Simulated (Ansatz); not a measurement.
`SB[B]1[CH2][GeH2]1`, charge 0, multiplicity 1.

Give a relaxed structure at PBE0-D4/def2-TZVP (Ansatz 0.2.0). (Best estimate.)

Computed: 
```xyz
11

S     0.7710    2.9846   -0.1155
B     0.8824    1.2344   -0.4126
B    -0.1129    0.1825    0.3564
C    -0.1971   -0.9449    1.3055
Ge   -1.1934   -1.1936   -0.6022
H     1.6630    3.4173   -1.0230
H     1.6483    0.8487   -1.2475
H     0.6872   -1.3542    1.7907
H    -1.1163   -1.2954    1.7740
H    -2.4780   -1.8584   -0.0944
H    -0.5542   -2.0212   -1.7314
```
This is one stationary point; other conformers may exist.
